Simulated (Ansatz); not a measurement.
`[GeH3][SbH2]` → stibine + `[GeH2]` at 400 K and 1 bar (germylene loss).

Isolated molecules relaxed with PBE0-D4/def2-TZVP in Ansatz; ΔE leaves out vibrations. CCSD(T)/CBS is the MP2 limit (def2-TZVPP, def2-QZVPP) plus CCSD(T) − MP2 in def2-TZVPP, frozen cores. Elements past krypton have def2 core potentials. For Ge, Sb outer-core shells are correlated without core-valence functions, which leaves a few kJ/mol of doubt a bond. Scalar relativity is left out up to krypton.

| species | CCSD(T)/CBS energy (Eh) | H − E (kJ/mol) | S (J/(mol·K)) |
| --- | --- | --- | --- |
| `[GeH3][SbH2]` | -2319.11871 | 121.3 | 344.6 |
| `[SbH3]` | -241.78682 | 65.3 | 245.6 |
| `[GeH2]` | -2077.24753 | 42.4 | 231.0 |

H − E and S are ideal-gas, rigid-rotor, harmonic terms from PBE0-D4/def2-TZVP. 1 Eh = 2625.50 kJ/mol, R = 8.31446 J/(mol·K).

Problem. By hand: ΔE, ΔH, ΔS and ΔG.

Solution. ΔE = (-241.78682) + (-2077.24753) − (-2319.11871) = 0.08436 Eh = 221.5 kJ/mol. Δ(H − E) = 65.3 + 42.4 − 121.3 = -13.6, so ΔH = 207.9 kJ/mol. ΔS = 245.6 + 231.0 − 344.6 = 132.0 J/(mol·K). ΔG = 207.9 − 400 × (132.0)/1000 = 155.1 kJ/mol.

Problem. By hand: the equilibrium constant, and the temperature at which ΔG would vanish if ΔH and ΔS stayed fixed.

Solution. log₁₀ K = −ΔG/(RT ln 10) = -20.3. ΔG = 0 at ΔH/ΔS = 1575 K.

The number of gas molecules changes by +1, which sets the sign of ΔS. A doubt of 5 kJ/mol in ΔE shifts log₁₀ K by 0.7 here. These are equilibria of isolated gas molecules and say nothing of rates. Largest T1 diagnostic: 0.014 (customary marks: 0.02 for closed shells, 0.045 for open ones).
